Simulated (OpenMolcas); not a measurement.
Ag⁴⁺: effect of the level shift or regulariser

| Property | Result |
| --- | --- |
| Program | OpenMolcas 26.06 |
| Basis | ANO-R3 [8s6p5d3f2g1h] |
| Scalar Hamiltonian | X2C, finite nucleus |
| Active space | 7 electrons in 5 orbitals (4d) |
| State averaging | 2S+1 = 4 even, 10 roots; 2S+1 = 2 even, 40 roots |
| Spin-orbit coupling | RASSI with atomic mean-field integrals over the reference wave functions, term energies averaged over their components |

Methods on the same reference wave functions:
A. CASSCF
B. MS-CASPT2, IPEA 0.25 Eh, imaginary shift 0.1 Eh (closed shells correlated: 4s 4p)
C. MS-CASPT2, IPEA 0.25 Eh, imaginary shift 0.3 Eh (closed shells correlated: 4s 4p)

Energies in cm⁻¹ above 4d⁷ ⁴F_9/2, the measured ground level; measured values from the list in Gamrath, thesis, University of Mons (2023).

| Level | A | B | C | Measured |
| --- | --- | --- | --- | --- |
| 4d⁷ ⁴F_9/2 | 0.0 | 0.0 | 0.0 | 0.0 |
| 4d⁷ ⁴F_7/2 | 3510 | 3570 | 3570 | 3690 |
| 4d⁷ ⁴F_5/2 | 5677 | 5660 | 5660 | 5816 |
| 4d⁷ ⁴F_3/2 | 7029 | 6930 | 6930 | 7097 |
| 4d⁷ ⁴P_3/2 [64 %] | 18315 | 14410 | 14420 | 14204 |
| 4d⁷ ⁴P_5/2 | 18615 | 15150 | 15150 | 14899 |
| 4d⁷ ²G_9/2 | 19381 | 16930 | 16930 | 16875 |
| 4d⁷ ⁴P_1/2 | 20887 | 17240 | 17240 | 17067 |
| 4d⁷ ²G_7/2 | 22873 | 20360 | 20360 | 20442 |
| 4d⁷ ²H_11/2 | 25783 | 22930 | 22930 | 22532 |
| 4d⁷ ²D_5/2(1) | 28378 | 24520 | 24520 | 24361 |
| 4d⁷ ²P_1/2 | 29146 | 24360 | 24370 | 24599 |
| 4d⁷ ²H_9/2 | 29381 | 26590 | 26580 | 26368 |
| 4d⁷ ²D_3/2(1) [67 %] | 34297 | 30110 | 30110 | 30134 |
| 4d⁷ ²F_5/2 | 42167 | 35070 | 35070 | 34635 |
| 4d⁷ ²F_7/2 | 43937 | 36930 | 36930 | 36594 |
| 4d⁷ ²D_3/2(2) | 65703 | 56060 | 56060 | 55041 |
| 4d⁷ ²D_5/2(2) | 67412 | 57750 | 57750 | 56772 |

Deviations, from unrounded energies. A percentage is the sum of absolute deviations over the sum of measured energies, with the sign that they share, or ± where signs differ.

```json
{"Against measurement": "mean absolute deviation (cm-1)", "Levels": "17", "A": "4200", "B": "300", "C": "300"}
{"Against measurement": "fine structure of the ground term (%)", "Levels": "3", "A": "-2.3", "B": "-2.7", "C": "-2.7"}
{"Against measurement": "other terms of the ground configuration (%)", "Levels": "14", "A": "+18.2", "B": "±1.2", "C": "±1.2"}
```

B, C lie about equally close to measurement and A furthest from it. The largest miss of C in the table is 4d⁷ ²D_3/2(2), by +1000 cm-1. The ranking rests on the paired levels alone, and a cruder setting can come out closer through cancelling errors.

Between B and C the level of the table that moves most is 4d⁷ ²P_1/2, by 8.5 cm-1 (lowest in B, highest in C). Moves below CASPT2's spread within the term are not significant.

The two smallest mean deviations differ by little beside CASPT2's spread within terms, so their order carries little weight.

From A to B the spin-free energies of the other terms of 4d⁷ shown, above ⁴F, scale by factors of 0.78 to 0.87, as is usual when dynamic correlation screens the repulsion within a d or f shell.

The lowest spin-free term lies below A's lowest term by 0.533 hartree in B, 0.533 hartree in C.

Term energies are means over components that CASPT2 splits; among the terms shown or strongly mixed into the levels shown the widest spread is 1000 cm-1 (4d⁷ ⁴F, B). Without dynamic correlation excited terms often stand tens of per cent too high (terms of higher spin than the ground term too low), and those without a measured partner can miss by more than the paired ones (holds for A). Measured partners are found by configuration, term and J. A level has none where our copy of the source lacks it or the pairing is in doubt (some pairs that miss far off the trend of their configuration count as doubtful), and it then counts in no deviation. Only configurations of the active space appear. The table leaves out levels that lie high or whose names do not pair safely across all columns.

A share in square brackets marks a mixed level and gives the weight of the term that names it, the lowest over the columns. A number in round brackets counts repeated terms of one configuration in the order of the reference energies.
